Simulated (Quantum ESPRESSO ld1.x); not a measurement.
Species: Hf18+. Configuration: [Kr] 4d10 4f8. Method: scalar-relativistic Kohn-Sham, LDA (Slater exchange, VWN5 correlation), spin-unpolarised, spherical densities, point nucleus; computed with ld1.x of Quantum ESPRESSO 7.5.

Normalised radial functions P(r) = r R(r), r in bohr:

```
   r/bohr * 4f (the largest magnitude, 1.42, reaches the edge; | marks zero)
 0.001895 *
 0.002136 *
 0.002428 *
  0.00276 *
 0.003111 *
 0.003536 *
 0.003987 *
 0.004532 *
  0.00515 *
 0.005807 *
   0.0066 *
 0.007442 *
 0.008458 *
 0.009613 *
  0.01084 *
  0.01232 *
  0.01389 *
  0.01579 *
  0.01794 *
  0.02023 *
  0.02299 *
  0.02592 *
  0.02946 *
  0.03348 *
  0.03775 *
  0.04291 |*
  0.04877 |*
  0.05499 |*
   0.0625 | *
  0.07046 |  *
  0.08009 |   *
  0.09102 |    *
   0.1026 |      *
   0.1166 |         *
   0.1315 |            *
   0.1495 |                *
   0.1699 |                     *
   0.1915 |                           *
   0.2177 |                                 *
   0.2454 |                                      *
    0.279 |                                            *
   0.3171 |                                                 *
   0.3575 |                                                    *
   0.4063 |                                                      *
   0.4581 |                                                      *
   0.5207 |                                                   *
   0.5918 |                                              *
   0.6672 |                                        *
   0.7583 |                                 *
    0.855 |                          *
   0.9717 |                   *
    1.104 |            *
    1.245 |       *
    1.415 |   *
    1.596 | *
    1.814 |*
```

4f: eigenvalue -436.44 eV, 0 radial nodes, <r> = 0.527 bohr, 90 % of the charge inside 0.821 bohr.
